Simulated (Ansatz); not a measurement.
Mulliken charges of C3H4FSi (`[C]#C[SiH](C)F`) radical from r2SCAN/def2-TZVPP in Ansatz (PBE0-D4/def2-TZVP geometry).

| atom | x (Å) | y (Å) | z (Å) | charge (e) |
| --- | --- | --- | --- | --- |
| C1 | -2.801 | -0.357 | 1.020 | 0.007 |
| C2 | -1.768 | 0.083 | 0.563 | -0.234 |
| Si3 | -0.168 | 0.699 | -0.073 | 0.690 |
| C4 | 1.053 | -0.682 | -0.186 | -0.305 |
| F5 | -0.428 | 1.309 | -1.526 | -0.321 |
| H6 | 0.284 | 1.805 | 0.800 | -0.093 |
| H7 | 2.005 | -0.322 | -0.583 | 0.083 |
| H8 | 1.231 | -1.108 | 0.804 | 0.085 |
| H9 | 0.681 | -1.475 | -0.838 | 0.088 |

**Question.** By hand: the dipole of these point charges (1 e Å = 4.8032 D).

**Answer.** Σ q r = (0.399, -0.170, 0.243) e Å, of length 0.497 e Å = 2.39 D.

**Question.** How does the dipole of the full density compare? (Estimate.)

**Answer.** The calculation gave: (0.263, -0.206, 0.167) e Å, 1.79 D; the point charges give 1.34 times that, at 14° from its direction.

Point charges leave out the atoms' own dipoles, such as those of lone pairs, and Mulliken's split depends on the basis, so the two needn't agree.
